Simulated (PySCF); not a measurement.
Telling isomers of C$_{6}$H$_{9}$FO apart by NMR

- NMR shieldings at PBE0/pcSseg-1/GIAO
- GFN2-xTB structure
- run in PySCF 2.14.0 with density-fitted response routines
- rapidly exchanging positions averaged, a single conformation, non-relativistic, no solvent

References, each an isolated molecule treated in the same way: ¹H (σ = 31.72 ppm), ¹³C (σ = 186.93 ppm) against TMS. Splittings of carbon signals by F and P are missing where no couplings were computed. Where no couplings were computed, multiplicities follow the n + 1 count of equivalent neighbours, and m marks all less simple cases (inequivalent or close neighbours, rings, F or P nearby). Shifts are as computed. Against solution values, carbons near 30 ppm lie about +3 ppm off and those near 130 ppm about +5 ppm. Of 1211 compounds with measured shifts, 218 miss one by over three times the rms of a fit or turn the order of signals round; such compounds aren't used in these exercises.

(1) Tabulate the signals of `C[C@@H]1C=C(F)[C@@H](C)O1`, `O=C1CCCC[C@H]1F`, `C[C@@]12CCC[C@]1(F)O2` and their relative energies.

(2) What is the quickest way to tell O=C1CCCC[C@H]1F from C[C@@]12CCC[C@]1(F)O2?

(3) What is the quickest way to tell C[C@@H]1C=C(F)[C@@H](C)O1 from C[C@@]12CCC[C@]1(F)O2?

(4) What is the quickest way to tell C[C@@H]1C=C(F)[C@@H](C)O1 from O=C1CCCC[C@H]1F?

Answers

(1) 
```json
{"SMILES": "C[C@@H]1C=C(F)[C@@H](C)O1", "carbon types": "1×C 3×CH 2×CH3", "δC": "172.7, 110.9, 82.6, 81.1, 26.3, 23.5", "δH": "5.21 (m, 1H), 5.15 (m, 1H), 5.01 (m, 1H), 1.33 (d, 3H), 1.26 (d, 3H)", "E rel. (kcal/mol)": "22.3"}
{"SMILES": "O=C1CCCC[C@H]1F", "carbon types": "1×C 1×CH 4×CH2", "δC": "215.0, 97.2, 42.1, 40.0, 33.7, 23.6", "δH": "4.73 (m, 1H), 3.10 (m, 1H), 2.51 (m, 1H), 2.24 (m, 1H), 2.17 (m, 1H), 2.16 (m, 1H), 1.61 (m, 1H), 1.60 (m, 1H), 1.59 (m, 1H)", "E rel. (kcal/mol)": "0.0"}
{"SMILES": "C[C@@]12CCC[C@]1(F)O2", "carbon types": "2×C 3×CH2 1×CH3", "δC": "104.9, 63.3, 33.2, 31.1, 22.5, 17.5", "δH": "2.19 (m, 1H), 2.02 (m, 1H), 1.66 (m, 1H), 1.52 (s, 3H), 1.50 (m, 1H), 1.47 (m, 1H), 1.42 (m, 1H)", "E rel. (kcal/mol)": "13.6"}
```

Energies are electronic energies at PBE0/pcSseg-1 on these geometries, without zero-point or thermal terms, each for the one conformer computed, which needn't be the lowest.

(2) Both give the same number of carbon signals, but DEPT or the intensities differ. The first has a ketone carbonyl carbon (C) at 215.0 ppm, the second an epoxide ring carbon (C) at 104.9 ppm. In the proton spectra the most deshielded non-exchanging signals are 4.73 (m, 1H) and 2.19 (m, 1H).

(3) Both give the same number of carbon signals, but DEPT or the intensities differ. The first has a fully substituted alkene carbon (C) at 172.7 ppm, the second an epoxide ring carbon (C) at 104.9 ppm. In the proton spectra the most deshielded non-exchanging signals are 5.21 (m, 1H) and 2.19 (m, 1H).

(4) Both give the same number of carbon signals, but DEPT or the intensities differ. The first has a methyl carbon (CH3) at 26.3 ppm, the second an sp3 CH2 α to a carbonyl at 42.1 ppm. Their most deshielded carbons lie at 172.7 and 215.0 ppm. In the proton spectra the most deshielded non-exchanging signals are 5.21 (m, 1H) and 4.73 (m, 1H).
